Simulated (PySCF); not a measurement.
Compound: [OsO4]- (charge -1 and doublet state).
Structure used (PBE0-D3(BJ)/def2-SVP), in Å, numbered top down from 1:
```xyz
5
OsO4 angstrom
Os    -0.0001   -0.0001   -0.0007
O      0.1866   -0.2169    1.7150
O      1.6102    0.2694   -0.6014
O     -0.9307    1.3557   -0.5688
O     -0.8660   -1.4080   -0.5440
```

Computed with PySCF 2.14.0, PBE0-D3(BJ)/def2-SVP geometry optimisation, gas phase, def2 core potentials past Kr.

Question: Which atoms are bound to Os1, and at what distances?

Answer: 4 atoms: O2 1.739 Å, O3 1.740 Å, O5 1.740 Å, O4 1.740 Å.

Question: List the angles at Os1.

Answer: 
| angle | degrees | distance of the outer atoms (Å) |
| --- | --- | --- |
| O3–Os1–O5 | 118.6 | 2.99 |
| O2–Os1–O4 | 118.5 | 2.99 |
| O4–Os1–O5 | 105.2 | 2.76 |
| O3–Os1–O4 | 105.2 | 2.76 |
| O2–Os1–O5 | 105.1 | 2.76 |
| O2–Os1–O3 | 105.1 | 2.76 |

Question: What is the shape at Os1?

Answer: Distorted tetrahedral: angles from 105.1° to 118.6°; τ4 = (360° − α − β)/141° = 0.87 with α and β the two widest (0 for a square, 1 for a tetrahedron).

Point group: near Td, missed by 0.24 Å at most; the miss may be what the optimiser left on a soft mode (D2d holds within 0.08 Å). Charge -1, doublet. ⟨S²⟩ = 0.757 (exact for a doublet: 0.75). PBE0-D3(BJ)/def2-SVP frequencies: not computed here.

Hardware: one thread of an Arm Neoverse V1, no GPU, shared host. Cost: 64 s of wall time. These figures are those of the optimisation.

For an open-shell metal species like this, the optimisation's SCF solution wasn't tested for stability and no frequencies at its level were run, so a lower state or another shape may exist.
